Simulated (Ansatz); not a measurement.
Isolated molecules relaxed with PBE0-D4/def2-TZVP in Ansatz; ΔE leaves out vibrations. CBS: MP2 limit from def2 TZ/QZ plus the TZ coupled-cluster correction, frozen cores. This one scheme is used for every species, atoms too. DFT in def2-TZVPP. Open shells (•) are unrestricted, without spin–orbit coupling. Spin–orbit coupling would lower the free atoms: a little for Al, C, Si.

Reaction (atomization): `[AlH2][NH]C#C[SiH3]` → Al• + 2 C• + 6 H• + N• + Si•

Problem. What is ΔE at CCSD(T)/CBS? (Estimate.)

Solution. Computed: +39.96 eV.

Problem. What do these levels give: BLYP-D4, PBE, revPBE, r2SCAN, MP2/def2-QZVPP, MP2/CBS(def2)? (Estimate.)

Solution. Computed: BLYP-D4 40.09, PBE 40.38, revPBE 39.02, r2SCAN 39.98, MP2/def2-QZVPP 40.15, MP2/CBS(def2) 40.61 eV.

Largest T1 diagnostic among the species: 0.018.

From BLYP to BHLYP (50 % exact exchange), in def2-TZVPP and without D4, ΔE moves by −0.88 eV: exact exchange takes away binding that semilocal exchange gives to molecules. The D4 term adds +0.36 eV with B3LYP and +0.19 eV with PBE0; it sums over pairs of atoms, weighted by their polarisabilities, and B3LYP, whose exchange is more repulsive, gets the larger term. Leaving LDA and LC-ωPBE aside and taking each functional with its dispersion term where it has one, the values, not all of them listed here, spread over 1.60 eV, from BHLYP-D4 to PBE-D4. LDA lies +4.97 eV from PBE without D4, its usual overbinding.

B3LYP here is the variant with VWN-RPA as its local correlation; programs differ in this.

For atomizations the MP2-based limit and the directly extrapolated one differ by several kJ/mol either way, and by 10 to 25 for some Ge, Se and Sn compounds, so smaller differences from it don't rank the levels.
